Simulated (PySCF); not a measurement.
**Spin–spin coupling constants**

Molfile (atoms numbered from 1):
```
C11H12F
     RDKit          3D

 24 25  0  0  0  0  0  0  0  0999 V2000
    0.9796   -1.0730   -2.3152 F   0  0  0  0  0  0  0  0  0  0  0  0
    1.3687   -0.9803   -1.0647 C   0  0  0  0  0  0  0  0  0  0  0  0
    2.7474   -1.1125   -0.8978 C   0  0  0  0  0  0  0  0  0  0  0  0
    3.5066   -1.0548    0.2655 C   0  0  0  0  0  0  0  0  0  0  0  0
    3.0698   -0.8433    1.5726 C   0  0  0  0  0  0  0  0  0  0  0  0
    1.7592   -0.6467    2.0033 C   0  0  0  0  0  0  0  0  0  0  0  0
    0.5798   -0.6206    1.2584 C   0  0  0  0  0  0  0  0  0  0  0  0
    0.3394   -0.7718   -0.1151 C   0  0  0  0  0  0  0  0  0  0  0  0
   -1.0686   -0.6886   -0.5979 C   0  0  0  0  0  0  0  0  0  0  0  0
   -2.1295   -1.5118    0.1982 C   0  0  0  0  0  0  0  0  0  0  0  0
   -2.8733   -0.2210    0.5886 C   0  0  0  0  0  0  0  0  0  0  0  0
   -1.8434    0.6119   -0.1961 C   0  0  0  0  0  0  0  0  0  0  0  0
    3.2839   -1.2834   -1.8363 H   0  0  0  0  0  0  0  0  0  0  0  0
    4.5833   -1.1905    0.1298 H   0  0  0  0  0  0  0  0  0  0  0  0
    3.8425   -0.8295    2.3464 H   0  0  0  0  0  0  0  0  0  0  0  0
    1.6316   -0.4936    3.0790 H   0  0  0  0  0  0  0  0  0  0  0  0
   -0.3222   -0.4517    1.8545 H   0  0  0  0  0  0  0  0  0  0  0  0
   -1.1042   -0.8820   -1.6741 H   0  0  0  0  0  0  0  0  0  0  0  0
   -1.7242   -2.1030    1.0331 H   0  0  0  0  0  0  0  0  0  0  0  0
   -2.6909   -2.1967   -0.4510 H   0  0  0  0  0  0  0  0  0  0  0  0
   -3.9022   -0.1519    0.2123 H   0  0  0  0  0  0  0  0  0  0  0  0
   -2.9020   -0.0154    1.6686 H   0  0  0  0  0  0  0  0  0  0  0  0
   -2.2374    1.1455   -1.0714 H   0  0  0  0  0  0  0  0  0  0  0  0
   -1.2555    1.3278    0.3975 H   0  0  0  0  0  0  0  0  0  0  0  0
  1  2  1  0
  2  3  1  0
  3  4  2  0
  4  5  1  0
  5  6  2  0
  6  7  1  0
  7  8  2  0
  8  9  1  0
  9 10  1  0
 10 11  1  0
 11 12  1  0
  8  2  1  0
 12  9  1  0
  3 13  1  0
  4 14  1  0
  5 15  1  0
  6 16  1  0
  7 17  1  0
  9 18  1  0
 10 19  1  0
 10 20  1  0
 11 21  1  0
 11 22  1  0
 12 23  1  0
 12 24  1  0
M  CHG  1   2   1
M  END
```

Indirect spin–spin couplings were computed at B3LYP/pcJ-1 (spin–dipole term only in couplings to heteroatoms) (PySCF 2.14) on a PBE0-D3(BJ)/def2-SVP structure, for the isolated molecule, without vibrational or relativistic corrections. Couplings are averaged over pairs made equivalent by symmetry, fast rotation or ring inversion, so a value needn't be that of the named pair in this geometry, while other rotamers aren't included; one pair stands for each set, and the list holds a selection of those of at least 0.8 Hz over up to four bonds, among pairs with at least one F or H atom (others weren't computed). One-bond C–F couplings come out tens of Hz too large with common functionals.

Isotopes: 19F, 13C, 1H.

```tsv
pair	bonds	J (Hz)
F1, C2	1	?
C3, H13	1	174.8
C4, H14	1	?
C5, H15	1	178.0
C6, H16	1	175.5
C7, H17	1	170.9
C9, H18	1	?
C10, H19	1	142.6
C10, H20	1	149.8
C11, H21	1	?
C11, H22	1	141.6
C6, H17	2	-1.1
C9, H19	2	-3.8
C10, H18	2	?
C8, H20	3	?
C9, H17	3	4.7
C10, H23	3	2.3
C11, H18	3	3.0
H13, H14	3	12.5
H16, H17	3	12.1
H18, H20	3	11.5
F1, H18	4	?
C2, H15	4	?
C3, H16	4	-0.9
C6, H18	4	1.6
C9, H13	4	1.2
```

Question: Estimate the withheld couplings, with signs.

Answer: 
- 1J(F1,C2) = -352.0 Hz (bond length 1.313 Å)
- 1J(C4,H14) = 177.9 Hz (bond length 1.094 Å, sp2 carbon)
- 1J(C9,H18) = 151.6 Hz (bond length 1.094 Å, sp3 carbon)
- 1J(C11,H21) = 148.3 Hz (bond length 1.098 Å, sp3 carbon)
- 2J(C10,H18) = -3.2 Hz (angle at C9 113°)
- 3J(C8,H20) = 4.2 Hz (dihedral angle 125°)
- 4J(F1,H18) = 2.6 Hz
- 4J(C2,H15) = -0.9 Hz
